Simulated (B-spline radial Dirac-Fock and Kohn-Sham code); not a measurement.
## K-line shifts caused by a second vacancy in Ce⁺

System: Ce⁺, [Xe] 4f1 5d2.

Model: Dirac-Fock energy differences between relaxed states, corrected for Breit and QED terms. Program: a radial B-spline solver. Each two-hole energy is an average over J within one jj subconfiguration, not an observable level; in light atoms, where LS coupling holds, the j-resolved values are not observed lines, and for a K spectator the Kα1 hypersatellite is nearly forbidden. The model has no electron correlation.

Lines without a spectator: Kα2 (K-L2) 34276.0 eV, Kα1 (K-L3) 34717.1 eV, Kβ3 (K-M2) 39164.8 eV, Kβ1 (K-M3) 39253.2 eV. Shifts in eV with one spectator hole (a dash: not computed, or left out as unreliable):

| spectator hole | Kα2 | Kα1 | Kβ3 | Kβ1 |
| --- | --- | --- | --- | --- |
| K (1s) | +696.8 | +727.5 | +893.8 | +900.6 |
| L2 (2p1/2) | +80.6 | +103.7 | – | +212.8 |
| L3 (2p3/2) | +73.0 | +75.1 | +179.7 | – |
| M2 (3p1/2) | – | +13.43 | +29.02 | +34.9 |
| M3 (3p3/2) | +8.96 | – | +28.07 | +27.72 |
| M4 (3d3/2) | +2.12 | -1.03 | – | – |
| M5 (3d5/2) | -1.83 | +0.72 | – | – |

With n spectator holes in 2p, averaged over the 2p shell (energies in eV):

| n | KαLⁿ | step | hypersatellite KαʰLⁿ |
| --- | --- | --- | --- |
| 0 | 34570.0 | – | 35287.3 |
| 1 | 34652.6 | +82.6 | 35371.4 |
| 2 | 34736.5 | +83.9 | 35457.0 |
| 3 | 34821.8 | +85.3 | 35543.9 |
| 4 | 34908.4 | +86.7 | 35632.2 |
| 5 | 34996.5 | +88.0 | 35721.8 |
